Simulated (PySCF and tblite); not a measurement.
The numbers below are computed, except where a source is named.
System: C₆H₇N₃, numbered as in [CH3:1][CH2:2][c:3]1[cH:4][c:5]([C:6]#[N:7])[nH:8][n:9]1.

Motion: shift of H on N8 from N8 to N9. GFN2-xTB gives an electronic barrier of 47.0 kcal/mol and a reaction energy of -0.2 kcal/mol.

Tunnelling of the moving H, left out here, will speed the real process. In real samples such hydrogens mostly exchange between molecules or through solvent, far faster than by this path.

**Question.** What does PBE0/pcSseg-1 + D3(BJ) give on B3LYP-D3(BJ)/def2-SVP geometries?

**Answer.** A barrier of 51.7 kcal/mol, 4.6 above the tight-binding barrier (from unrounded values), a reaction energy of -0.6 kcal/mol and, with GFN2-xTB thermal terms, ΔG‡(298 K) = 47.5 kcal/mol and k = 9.3×10⁻²³ s⁻¹ (1 equivalent path).

**Question.** And the level of the geometries itself, B3LYP-D3(BJ)/def2-SVP?

**Answer.** 53.1 kcal/mol.

Programs: tblite and PySCF.
